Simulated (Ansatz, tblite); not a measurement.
Removing and adding an electron: B(CH2SiH3)3 (C3H15BSi3). Charge 0, multiplicity 1. Geometry: PBE-D4/def2-SVP. Ansatz, gas phase; energy differences of separate SCF runs; the oxidised species was run as a doublet alone; the reduced species was run as a doublet alone.

```xyz
22

B    -0.3223   -0.0132   -0.0568
C    -0.0140    0.8285   -1.3521
Si    1.8543    1.1123   -1.5685
H    -0.3008    0.2669   -2.2692
H    -0.5141    1.8192   -1.3764
H     2.4617    1.7705   -0.3593
H     2.5562   -0.2018   -1.7861
H     2.1178    1.9928   -2.7622
C     0.0015   -1.5524   -0.0319
Si   -1.5454   -2.4986   -0.6053
H     0.8173   -1.8572   -0.7214
H     0.2258   -1.9346    0.9872
H    -2.7149   -2.2024    0.2958
H    -1.9194   -2.0983   -2.0085
H    -1.2985   -3.9843   -0.5878
C    -0.9529    0.6583    1.2179
Si    0.3917    1.4557    2.3033
H    -1.6607    1.4798    0.9748
H    -1.4675   -0.0755    1.8748
H     1.5252    0.4939    2.5467
H     0.9458    2.6909    1.6476
H    -0.1867    1.8494    3.6375
```

The xTB rows come from tblite. HOMO above LUMO, or a gap near zero within one spin, warns that the state may not be the lowest or that an electron is smeared out.

| level | −HOMO (eV) | vertical IE (eV) | −LUMO (eV) | vertical EA (eV) | HOMO–LUMO gap (eV) | IE − EA (eV) | remarks |
| --- | --- | --- | --- | --- | --- | --- | --- |
| GFN1-xTB | 11.70 | 13.89 | 6.91 | 4.62 | 4.79 | 9.27 | – |
| PBE-D4/def2-TZVP | 7.12 | 9.49 | 1.79 | – | 5.32 | – | gap within one spin near zero (+1 doublet) |
| PBE-D4/def2-TZVPD | 7.13 | – | 1.83 | -0.05 | 5.29 | – | HOMO above zero (-1 doublet) |
| PBE0-D4/def2-TZVP | 8.37 | 9.98 | 0.89 | – | 7.48 | – | – |

Question: Estimate the rows for GFN2-xTB, revPBE-D4/def2-TZVP, revPBE-D4/def2-TZVPD, PBE0-D4/def2-TZVPD.

Answer: 
| level | −HOMO (eV) | vertical IE (eV) | −LUMO (eV) | vertical EA (eV) | HOMO–LUMO gap (eV) | IE − EA (eV) | remarks |
| --- | --- | --- | --- | --- | --- | --- | --- |
| GFN2-xTB | 10.38 | 12.67 | 5.90 | 3.47 | 4.47 | 9.21 | – |
| revPBE-D4/def2-TZVP | 7.07 | 9.55 | 1.69 | – | 5.39 | – | gap within one spin near zero (+1 doublet) |
| revPBE-D4/def2-TZVPD | 7.09 | – | 1.74 | 0.00 | 5.35 | – | HOMO above zero (-1 doublet) |
| PBE0-D4/def2-TZVPD | 8.37 | – | 0.94 | -0.28 | 7.43 | – | HOMO above zero (-1 doublet) |

   A HOMO above zero means that the electron is unbound at that level or that self-interaction error raises the level; the energy of removing that electron tells which. Raw xTB energy differences between charge states are shifted by several eV; the methods need an empirical correction for them. A negative affinity means that the extra electron isn't bound; its size then hangs on the basis.
